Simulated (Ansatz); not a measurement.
Ansatz results at the PBE0-D4/def2-TZVP geometry: LUMO energy (PBE0/def2-TZVPP) -0.94 eV; LUMO energy (ωB97M-V/def2-TZVPP) 0.66 eV; HOMO energy (PBE0/def2-TZVPP) -6.69 eV.

Each molecule was computed in one conformer, which needn't be the lowest.

Question: Which molecule gave them?
A. `F[SiH2][GaH2]`
B. `C[CH](S)[Zn][F]`
C. `[BH2][GeH2][Br]`
D. `O[BH][AlH][F]`

Answer: B. The others give `F[SiH2][GaH2]`: -2.31, -0.57, -7.69; `[BH2][GeH2][Br]`: -2.84, -0.87, -7.88; `O[BH][AlH][F]`: -1.55, 0.23, -7.28.
